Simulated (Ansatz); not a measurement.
A nudged elastic band was laid between two geometries of C$_{2}$H$_{7}$AlN (11 atoms, charge 1, multiplicity 1).

Theory: Ansatz 0.2.0, RKS B3LYP-D4/def2-SVP.

```json
{"movable images": "6", "climbing image": "no", "spring": "5.0 eV/Å²", "optimiser": "quadratic models (default)", "start path": "through a guess of the saddle point", "force threshold": "0.05 eV/Å", "iteration limit": "60", "end points": "relaxed"}
```

First end point:

```xyz
11
Properties=species:S:1:pos:R:3
C -1.089 0.925 -0.106
C -0.036 -0.082 0.166
N -0.098 -0.769 1.264
Al 1.536 -0.440 -1.141
H -1.570 0.692 -1.074
H -1.859 1.003 0.678
H -0.615 1.911 -0.259
H 0.603 -1.476 1.501
H -0.848 -0.643 1.953
H 1.518 0.443 -2.431
H 2.458 -1.564 -0.549
```

Last end point:

```xyz
11
Properties=species:S:1:pos:R:3
C -1.091 0.926 -0.106
C -0.038 -0.081 0.165
N -0.097 -0.769 1.262
Al 1.536 -0.440 -1.140
H -1.574 0.694 -1.072
H -1.859 1.004 0.681
H -0.618 1.913 -0.260
H -0.846 -0.647 1.953
H 0.606 -1.476 1.495
H 1.523 0.439 -2.432
H 2.457 -1.563 -0.545
```

**Question.** Which bonds break or form, and what moves?

**Answer.** No bond is made or broken. The dihedral Al4–C2–N3–H8 goes from 0 to -180°. The two ends are copies of one structure, up to a mirror image or an exchange of like atoms.

**Question.** What energy profile does the band end with?

**Answer.** The run converged. The highest image is number 3 of 0 to 7, 2.24 eV above the ends, which have the same energy within 2 meV. Neighbouring images differ by up to 1.3 eV, so the band resolves the path poorly. No image climbed, so the highest image needn't sit at the top of the path.

```csv
image,path coordinate (Å),energy (eV),dihedral Al4–C2–N3–H8 (°)
0,0.00,0.00,0
1,0.56,0.22,27
2,1.11,0.96,55
3,1.67,2.24,78
4,2.22,2.21,95
5,2.78,0.95,125
6,3.33,0.21,153
7,3.89,0.00,-180
```

**Question.** What is the geometry of the highest image?

**Answer.** 
```xyz
11
Properties=species:S:1:pos:R:3
C -1.065 0.940 -0.123
C -0.007 -0.016 0.229
N -0.131 -0.779 1.339
Al 1.508 -0.455 -1.150
H -1.539 0.769 -1.101
H -1.798 1.110 0.678
H -0.495 1.891 -0.310
H 0.504 -0.646 2.121
H -0.750 -1.579 1.457
H 1.377 0.428 -2.439
H 2.397 -1.662 -0.702
```

The band took 7 iterations and roughly 5 core-minutes.

Run time: 2.6 min on 2 threads of Arm Neoverse N1, on a shared host, peak memory 0.19 GiB.
